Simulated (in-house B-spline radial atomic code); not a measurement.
Cr⁺. Computed with a B-spline radial atomic code. Model: all-electron spherical atom, spin shells full or empty, radial basis limit, no spin-orbit coupling, Breit or QED, empty-state partial waves extrapolated as (l+1/2)^-4, RPA, G0W0 and static COHSEX of the highest shell as one setting changes (uncorrelated shells keep exact exchange).

Empty levels are discrete states of a finite basis, so the steps are uneven.

Given: element Cr; charge 1; filled core Ar; hamiltonian one-electron scalar X2C; mean-field start PBE; highest l of empty states 9; nuclear rms radius 3.6452 fm; lowest nl shells left uncorrelated 0; highest mean-field shell 3d up; box radius 23.78 bohr.

Shell: 3d 5 0 (electrons up and down).

```json
{"highest empty level kept (hartree)": "1.33", "RPA correlation energy (hartree)": "-0.25062", "G0W0 level (eV)": "-14.498", "G0W0 minus most complete (meV)": "1385.3", "COHSEX level (eV)": "-15.584", "linearised minus solved G0W0 (meV)": "207.3"}
{"highest empty level kept (hartree)": "2.67", "RPA correlation energy (hartree)": "-0.36851", "G0W0 level (eV)": "-14.77", "G0W0 minus most complete (meV)": "1114.2", "COHSEX level (eV)": "-16.505", "linearised minus solved G0W0 (meV)": "175.6"}
{"highest empty level kept (hartree)": "4.67", "RPA correlation energy (hartree)": "?", "G0W0 level (eV)": "?", "G0W0 minus most complete (meV)": "?", "COHSEX level (eV)": "?", "linearised minus solved G0W0 (meV)": "?"}
{"highest empty level kept (hartree)": "8", "RPA correlation energy (hartree)": "-0.63441", "G0W0 level (eV)": "-15.268", "G0W0 minus most complete (meV)": "615.8", "COHSEX level (eV)": "-18.494", "linearised minus solved G0W0 (meV)": "139.2"}
{"highest empty level kept (hartree)": "13.33", "RPA correlation energy (hartree)": "-0.74855", "G0W0 level (eV)": "-15.47", "G0W0 minus most complete (meV)": "413.4", "COHSEX level (eV)": "-19.316", "linearised minus solved G0W0 (meV)": "130.9"}
{"highest empty level kept (hartree)": "24", "RPA correlation energy (hartree)": "-0.93218", "G0W0 level (eV)": "-15.648", "G0W0 minus most complete (meV)": "235.9", "COHSEX level (eV)": "-20.052", "linearised minus solved G0W0 (meV)": "121.3"}
{"highest empty level kept (hartree)": "40", "RPA correlation energy (hartree)": "-1.058", "G0W0 level (eV)": "-15.761", "G0W0 minus most complete (meV)": "122.4", "COHSEX level (eV)": "-20.571", "linearised minus solved G0W0 (meV)": "112.5"}
{"highest empty level kept (hartree)": "80", "RPA correlation energy (hartree)": "-1.2288", "G0W0 level (eV)": "-15.843", "G0W0 minus most complete (meV)": "40.3", "COHSEX level (eV)": "-20.886", "linearised minus solved G0W0 (meV)": "104.9"}
{"highest empty level kept (hartree)": "160", "RPA correlation energy (hartree)": "-1.3639", "G0W0 level (eV)": "-15.872", "G0W0 minus most complete (meV)": "12", "COHSEX level (eV)": "-20.989", "linearised minus solved G0W0 (meV)": "102"}
{"highest empty level kept (hartree)": "333.33", "RPA correlation energy (hartree)": "-1.4564", "G0W0 level (eV)": "-15.881", "G0W0 minus most complete (meV)": "2.7", "COHSEX level (eV)": "-21.022", "linearised minus solved G0W0 (meV)": "101"}
{"highest empty level kept (hartree)": "800", "RPA correlation energy (hartree)": "?", "G0W0 level (eV)": "?", "G0W0 minus most complete (meV)": "?", "COHSEX level (eV)": "?", "linearised minus solved G0W0 (meV)": "?"}
{"highest empty level kept (hartree)": "2666.7", "RPA correlation energy (hartree)": "-1.5658", "G0W0 level (eV)": "-15.884", "G0W0 minus most complete (meV)": "0", "COHSEX level (eV)": "-21.03", "linearised minus solved G0W0 (meV)": "100.7"}
```

What follows for highest empty level kept = 4.67?

RPA correlation energy -0.49858 hartree; G0W0 level -15.021 eV; G0W0 minus most complete 862.3 meV; COHSEX level -17.464 eV; linearised minus solved G0W0 148.5 meV.

What follows for highest empty level kept = 800?

RPA correlation energy -1.5191 hartree; G0W0 level -15.883 eV; G0W0 minus most complete 0.5 meV; COHSEX level -21.029 eV; linearised minus solved G0W0 100.8 meV.
